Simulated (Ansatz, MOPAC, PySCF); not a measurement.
Noncovalent pair: N2 (SMILES N#N) (first 2 atoms) with CHN (SMILES C#N); geometry from B3LYP-D3(BJ)/def2-TZVP, rigid monomers moved along the line of their centres of mass till N2···H5 is 2.81 Å.
(charge 0, multiplicity 1):
```xyz
5

N      0.064     0.323    -1.096
N      0.031     0.118    -0.026
C     -0.089    -0.619     3.782
N     -0.124    -0.837     4.907
H     -0.056    -0.414     2.734
```

Monomers are frozen at their geometry in the pair; levels with a basis set take the counterpoise correction. Rows marked so take none.

Cores are frozen in the correlated methods. CBS(a, b) extrapolates the correlation energy as X⁻³ and adds the Hartree–Fock energy of set b. Rows in 3-21G, 6-31G*, STO-3G carry no dispersion term and start afresh at each structure (6-31G* with six Cartesian d functions). MP2/6-31G* freezes PySCF's default core. The state that AM1 reach isn't checked.

Run with Ansatz (Gaussian basis) for Hartree–Fock, density functionals and correlated methods; MOPAC for AM1 (differences of heats of formation); PySCF for 3-21G rows, 6-31G* rows, STO-3G rows, the dispersion terms. Values without a source in brackets are computed.

Other levels give for the interaction energy: PBE/def2-TZVPPD -4.1; B3LYP/def2-TZVPPD -2.9; B3LYP-D3(BJ)/def2-TZVPPD -4.6; wB97M-V/def2-TZVPPD -4.0; CCSD(T)/CBS(aug-cc-pVDZ, aug-cc-pVTZ) -4.4 kJ/mol.

Common cheap choices:

```json
[
 {"level": "AM1", "interaction energy (kJ/mol)": "-2.2", "less -4.4 (CCSD(T)/CBS(aug-cc-pVDZ, aug-cc-pVTZ))": "2.2"},
 {"level": "HF/STO-3G (no counterpoise)", "interaction energy (kJ/mol)": "-4.0", "less -4.4 (CCSD(T)/CBS(aug-cc-pVDZ, aug-cc-pVTZ))": "0.5"},
 {"level": "HF/3-21G (no counterpoise)", "interaction energy (kJ/mol)": "-9.3", "less -4.4 (CCSD(T)/CBS(aug-cc-pVDZ, aug-cc-pVTZ))": "-4.8"},
 {"level": "BP86/6-31G* (no counterpoise)", "interaction energy (kJ/mol)": "-3.9", "less -4.4 (CCSD(T)/CBS(aug-cc-pVDZ, aug-cc-pVTZ))": "0.5"},
 {"level": "B3LYP/6-31G*", "interaction energy (kJ/mol)": "-3.6", "less -4.4 (CCSD(T)/CBS(aug-cc-pVDZ, aug-cc-pVTZ))": "0.8"},
 {"level": "M06-2X/6-31G* (no counterpoise)", "interaction energy (kJ/mol)": "-5.3", "less -4.4 (CCSD(T)/CBS(aug-cc-pVDZ, aug-cc-pVTZ))": "-0.9"},
 {"level": "MP2/6-31G*", "interaction energy (kJ/mol)": "-4.8", "less -4.4 (CCSD(T)/CBS(aug-cc-pVDZ, aug-cc-pVTZ))": "-0.3"},
 {"level": "MP2/6-31G* (no counterpoise)", "interaction energy (kJ/mol)": "-6.6", "less -4.4 (CCSD(T)/CBS(aug-cc-pVDZ, aug-cc-pVTZ))": "-2.2"}
]
```

Ansatz is an electronic-structure program.
